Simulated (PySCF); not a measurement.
Job file and geometry (Å, from GFN2-xTB) of an NMR shielding run on SMILES S(C)C1=CC[N+](C)(C)[BH2-]1, C₆H₁₄BNS, PySCF 2.14.0, density-fitted response routines, GIAO PBE0/pcSseg-1 NMR shielding, non-relativistic, gas phase; density fitting, a coarse starting grid and PySCF grid level 2 are the driver's defaults:

```
$ OMP_NUM_THREADS=1 python probes_run.py task.json out

{"job": {"kind": "nmr", "xc": "PBE0", "basis": "pcSseg-1"}, "charge": 0, "multiplicity": 1}
C      3.246420     0.504390    -1.161147
S      2.685818    -1.148374    -0.653636
C      1.153635    -0.773794     0.108774
C      0.411732    -1.725558     0.677576
C     -0.834360    -1.168354     1.300048
N     -1.071522     0.113796     0.606147
C     -1.839795     1.043548     1.423571
C     -1.790705    -0.149129    -0.638253
B      0.445251     0.661764     0.250588
H      2.612132     0.876044    -1.959459
H      4.267883     0.391906    -1.511531
H      3.205203     1.169857    -0.305812
H      0.636902    -2.776658     0.751996
H     -0.668449    -0.962236     2.364064
H     -1.702858    -1.831565     1.211888
H     -1.298856     1.252864     2.343868
H     -1.968768     1.979261     0.882581
H     -2.822711     0.631492     1.668893
H     -1.907164     0.776339    -1.197636
H     -1.212775    -0.849331    -1.237265
H     -2.777630    -0.574137    -0.435274
H      0.844540     1.258513     1.202039
H      0.381324     1.326347    -0.732338
```

Problem. What does the program print?

Solution. 
```
coarse grid: 18968 points
cycle   1  E = -714.1353417646  dE =  1.125e+00  |g| = 4.823e-01  |ddm| = 4.221e+00
cycle   2  E = -714.1273287423  dE =  8.013e-03  |g| = 5.478e-01  |ddm| = 1.154e+00
cycle   3  E = -714.2005335981  dE = -7.320e-02  |g| = 9.275e-02  |ddm| = 6.356e-01
cycle   4  E = -714.2022651777  dE = -1.732e-03  |g| = 3.930e-02  |ddm| = 1.125e-01
cycle   5  E = -714.2025923754  dE = -3.272e-04  |g| = 1.302e-02  |ddm| = 4.126e-02
cycle   6  E = -714.2026353781  dE = -4.300e-05  |g| = 3.559e-03  |ddm| = 1.724e-02
cycle   7  E = -714.2026383331  dE = -2.955e-06  |g| = 7.479e-04  |ddm| = 4.303e-03
final grid: 176408 points
cycle   8  E = -714.2576997651  dE = -7.154e-05  |g| = 1.174e-02  |ddm| = 5.194e-02
cycle   9  E = -714.2576789545  dE =  2.081e-05  |g| = 1.474e-02  |ddm| = 2.588e-02
cycle  10  E = -714.2577351981  dE = -5.624e-05  |g| = 1.402e-03  |ddm| = 1.603e-02
cycle  11  E = -714.2577356391  dE = -4.410e-07  |g| = 3.385e-04  |ddm| = 1.621e-03
cycle  12  E = -714.2577356621  dE = -2.302e-08  |g| = 9.594e-05  |ddm| = 3.699e-04
cycle  13  E = -714.2577356643  dE = -2.164e-09  |g| = 3.229e-05  |ddm| = 1.488e-04
cycle  14  E = -714.2577356645  dE = -2.433e-10  |g| = 7.101e-06  |ddm| = 3.487e-05
converged SCF energy = -714.2577356645

GIAO shielding tensors (ppm)
atom      isotropic    diamagn.    paramagn.     s11        s22        s33       span
  0 C      166.241     250.950     -84.709    148.208    166.179    184.338     36.130
  1 S      481.897    1056.179    -574.282    316.424    423.351    705.915    389.490
  2 C       12.434     263.463    -251.029    -87.741     -9.004    134.046    221.786
  3 C       76.480     254.545    -178.065    -21.889    116.073    135.255    157.145
  4 C      114.951     251.082    -136.131     82.048    106.414    156.390     74.342
  5 N      201.649     321.956    -120.307    178.575    198.483    227.887     49.311
  6 C      136.030     245.309    -109.279    106.324    118.748    183.018     76.695
  7 C      135.787     248.858    -113.071     96.519    124.738    186.106     89.587
  8 B      108.352     190.765     -82.413     88.614     96.997    139.445     50.831
  9 H       29.000      31.173      -2.173     24.172     27.820     35.007     10.834
 10 H       30.083      27.901       2.182     25.052     27.041     38.157     13.105
 11 H       29.297      30.767      -1.470     24.237     28.518     35.136     10.900
 12 H       26.752      33.375      -6.623     23.834     25.918     30.504      6.671
 13 H       27.727      31.737      -4.010     23.463     27.406     32.314      8.850
 14 H       28.529      31.879      -3.350     24.647     27.056     33.886      9.239
 15 H       28.757      29.778      -1.020     24.637     26.924     34.712     10.076
 16 H       28.890      29.581      -0.691     24.907     26.292     35.471     10.564
 17 H       29.380      28.770       0.610     25.438     26.495     36.207     10.769
 18 H       29.249      31.503      -2.254     25.254     27.252     35.242      9.988
 19 H       28.134      31.671      -3.537     23.576     28.236     32.590      9.014
 20 H       29.849      30.947      -1.098     26.006     27.058     36.484     10.479
 21 H       28.804      33.714      -4.911     24.818     28.983     32.611      7.792
 22 H       29.156      34.762      -5.606     24.754     28.534     34.179      9.425
```

Size and cost of the density-fitted run: 230 basis functions, 3.4 min wall time (2.9 min CPU) on 1 thread of an Intel Xeon, shared host; peak memory 1.1 GiB.
